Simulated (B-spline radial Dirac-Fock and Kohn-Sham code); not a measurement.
## Nb⁺ 4p1/2: cross section and angular parameters

System: Nb⁺ in the configuration [Kr] 4d4; threshold 47.00 eV (orbital energy of the model). Level of theory: Dirac-Hartree-Slater photoionisation with a Latter tail; cross sections with all multipoles, angular parameters from the dipole term and its interference with E2; an atomic code on a B-spline grid.

Input of the calculation (task.json; shells as n, l, electrons):

```json
{"items": [{
  "Z": 41,
  "q": 1,
  "cfg": [[1, 0, 2], [2, 0, 2], [2, 1, 6], [3, 0, 2], [3, 1, 6], [3, 2, 10], [4, 0, 2], [4, 1, 6], [4, 2, 4]],
  "A": 93,
  "rrms": 4.324,
  "do": "xps",
  "hv": [71.3, 100, 143.0, 200, 214.0, 228.0, 259.0, 300, 428.0, 429.0, 584.0, 585.0, 816.0, 844.0, 958.0, 1030.0, 1830.0, 2000, 2984.4, 5400.0, 5414.7, 6000, 6410.0, 6430.0, 6850.0, 8080.0, 11900.0, 12000, 12700.0, 13000.0]
}]}
```

Command: `python xray2_run.py task.json out`

For linearly polarised light dσ/dΩ = σ/(4π) [1 + β P₂(cos θ) + (δ + γ cos²θ) sin θ cos φ], with θ from the polarisation vector and φ the angle between the beam and the projection of the electron momentum on the plane normal to the polarisation.

| hν (eV) | σ (kb) | β | γ | δ |
| --- | --- | --- | --- | --- |
| 71.3 | 290 | 0.973 | 0.386 | -0.047 |
| 100 | 127 | -0.160 | 0.092 | -0.010 |
| 143 | 105 | 0.387 | -0.021 | 0.031 |
| 200 | 89.3 | 0.972 | 0.147 | 0.022 |
| 214 | 85.4 | 1.062 | 0.169 | 0.019 |
| 228 | 81.6 | 1.136 | 0.184 | 0.016 |
| 259 | 73.5 | 1.263 | 0.198 | 0.012 |
| 300 | 64.1 | 1.378 | 0.190 | 0.007 |
| 428 | 42.4 | 1.558 | 0.111 | 0.001 |
| 429 | 42.3 | 1.559 | 0.110 | 0.001 |
| 584 | 27.5 | 1.639 | 0.028 | -0.001 |
| 585 | 27.5 | 1.640 | 0.027 | -0.001 |
| 816 | 16.2 | 1.675 | -0.021 | -0.001 |
| 844 | 15.3 | 1.676 | -0.022 | 0.000 |
| 958 | 12.3 | 1.677 | -0.020 | 0.000 |
| 1030 | 10.8 | 1.676 | -0.015 | 0.000 |
| 1830 | 3.53 | 1.621 | 0.158 | 0.004 |
| 2000 | 2.92 | 1.606 | 0.204 | 0.005 |
| 2984.4 | 1.18 | 1.521 | 0.461 | 0.015 |
| 5400 | 0.262 | 1.347 | 0.945 | 0.046 |
| 5414.7 | 0.260 | 1.346 | 0.947 | 0.046 |
| 6000 | 0.197 | 1.311 | 1.037 | 0.055 |
| 6410 | 0.165 | 1.288 | 1.095 | 0.061 |
| 6430 | 0.163 | 1.286 | 1.098 | 0.061 |
| 6850 | ? | ? | ? | ? |
| 8080 | 0.0861 | 1.202 | 1.303 | 0.085 |
| 11900 | 0.0276 | 1.047 | 1.642 | 0.143 |
| 12000 | 0.0269 | 1.044 | 1.649 | 0.144 |
| 12700 | 0.0227 | 1.020 | 1.697 | 0.154 |
| 13000 | 0.0211 | 1.011 | 1.716 | 0.159 |

Q: Give the values at 6850 eV.

A: σ = 0.137 kb, β = 1.264, γ = 1.155, δ = 0.067.
